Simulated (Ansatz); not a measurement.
CdMe(NH2) (CH₅CdN) was relaxed with PBE-D4 (def2-TZVP) in Ansatz in these states: charge +1 doublet, neutral singlet. The geometries follow in no particular order.

In the def2 sets Cd takes a core potential; there is no spin–orbit coupling.

A:

Cartesian coordinates in Å:
```
Cd -0.267 0.173 0.086
C 1.459 -1.000 -0.206
H 1.714 -1.034 -1.273
H 1.284 -2.022 0.153
H 2.302 -0.568 0.350
N -1.930 1.258 0.550
H -2.749 0.944 0.022
H -1.814 2.249 0.319
```

B:

```
atom   x (Å)   y (Å)   z (Å)
 Cd1  -0.067   0.111   0.269
  C2   1.379   0.273  -1.255
  H3   1.132  -0.468  -2.021
  H4   2.344   0.070  -0.778
  H5   1.307   1.299  -1.634
  N6  -1.699  -0.279   1.642
  H7  -1.748  -1.109   2.251
  H8  -2.649   0.103   1.526
```

Task: Judge from the bond lengths which geometry belongs to which state (an estimate).

Result: A is the neutral singlet (Cd1–N6 2.039 Å, N6–H7 1.024 Å, N6–H8 1.024 Å); B is the charge +1 doublet (Cd1–N6 2.168 Å, N6–H7 1.031 Å, N6–H8 1.031 Å).
